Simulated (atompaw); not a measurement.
**What one change does to a pseudopotential (chromium (Cr), PAW (atompaw))**

```json
{
  "Element": "chromium",
  "Generator": "atompaw 4.2.0.5",
  "Type": "PAW",
  "Functional": "LDA (PW92)",
  "Relativity": "scalar-relativistic",
  "Frozen core": "[Ne]",
  "Valence charge": "14",
  "Reference configuration": "3s2 3p6 3d5 4s1 4p0",
  "Partial waves": "3s (bound): rc 1.20 bohr; 4s (bound): rc 2.20 bohr; 3p (bound): rc 1.25 bohr; 4p (bound, empty): rc 2.20 bohr; 3d (bound): rc 2.20 bohr; 3d channel at 0.4 Ry: rc 2.20 bohr",
  "Local potential": "troulliermartins scheme with l = 3 at 0 Ry, radius 1.50 bohr",
  "Core correction": "smooth core density matched at 1.95 bohr",
  "Augmentation charge": "sinc compensation charge, radius 1.70 bohr; PAW radius 2.20 bohr; waves and projectors: custom rrkj gramschmidtortho"
}
```

All-electron outer shells of the reference configuration (LDA (PW92), scalar-relativistic, ld1.x):

```
shell  level (eV)  outermost node (bohr)  outermost maximum (bohr)
   2s     -665.46                   0.09                      0.24
   2p     -560.29                      –                      0.20
   3s      -73.56                   0.36                      0.78
   3p      -45.35                   0.33                      0.80
   4s       -4.19                   1.12                      2.74
   3d       -3.13                      –                      0.84
   4p       -1.08                   1.25                      3.85
```

Change: all radii scaled by about 1.04 (s 1.24, p 1.30, d 2.28 bohr); local potential troulliermartins scheme with l = 3 at 0 Ry, radius 1.56 bohr; augmentation sinc compensation charge, radius 1.76 bohr; PAW radius 2.28 bohr; waves and projectors: custom rrkj gramschmidtortho; core correction smooth core density matched at 2.02 bohr.

Cutoffs: the cutoffs (Ry, on a coarse ladder) from which the occupation-weighted sum of valence levels, in a spherical-Bessel basis at the reference potential, stays within 10 and 1 mRy of its value at 400 Ry; they do not see the model core or the augmentation charge, which bear on the density cutoff.

Task: What does the change do?

Result: The potential gets softer (50 Ry and 90 Ry → 45 Ry and 80 Ry); neither file shows a bound ghost. A larger radius leaves more room for a smooth pseudo-wave, so fewer plane waves are needed.

| quantity | base | changed |
| --- | --- | --- |
| cutoff, loose | 50 Ry | 45 Ry |
| cutoff, tight | 90 Ry | 80 Ry |
| loose cutoff by channel (10 mRy a level) | s 30 Ry, p 45 Ry, d 15 Ry | s 30 Ry, p 40 Ry, d 15 Ry |
| bound ghosts | none | none |
| lowest overlap eigenvalue by channel | s 0.39, p 0.50, d 0.60 | s 0.38, p 0.50, d 0.36 |

 The cutoffs see the waves, projectors and local potential, not the compensation charge or the core.
